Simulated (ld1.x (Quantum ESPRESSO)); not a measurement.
**An all-electron radial function and its pseudo partner (carbon)**

Columns: radius, all-electron u(r) and pseudo u(r) of the 2s shell (level -13.75 eV) of carbon in the configuration [He] 2s2 2p2; PBE, scalar-relativistic, RRKJ scheme, ld1.x (Quantum ESPRESSO) 7.5.

```
r (bohr)  all-electron   pseudo
   0.088        0.3161  -0.0179
   0.175        0.3356  -0.0483
   0.262        0.2218  -0.0999
   0.350        0.0540  -0.1760
   0.438       -0.1235  -0.2717
   0.525       -0.2872  -0.3765
   0.612       -0.4298  -0.4810
   0.700       -0.5498  -0.5775
   0.788       -0.6452  -0.6586
   0.875       -0.7164  -0.7217
   0.962       -0.7669  -0.7682
   1.050       -0.7996  -0.7996
   1.138       -0.8166  -0.8166
   1.225       -0.8207  -0.8207
   1.312       -0.8145  -0.8145
   1.400       -0.7999  -0.7999
   1.487       -0.7792  -0.7792
   1.575       -0.7534  -0.7534
   1.662       -0.7245  -0.7245
   1.750       -0.6929  -0.6929
   1.838       -0.6598  -0.6598
   1.925       -0.6263  -0.6263
   2.012       -0.5926  -0.5926
   2.100       -0.5588  -0.5588
   2.188       -0.5256  -0.5256
   2.275       -0.4936  -0.4936
```

Task: How many radial nodes do the two functions have?

Result: The all-electron 2s function has n − l − 1 = 1; the pseudo-wave has 0, since the states of the same l below it are removed with the core.

Task: At about which radius was the pseudo-wave matched?

Result: 1.10 bohr, where the columns begin to agree (steps of 0.09 bohr).

Task: Is the pseudo-wave norm-conserving?

Result: Yes: the RRKJ scheme keeps the norm inside the radius equal to the all-electron one, which fixes the energy derivative of the logarithmic derivative at the level.
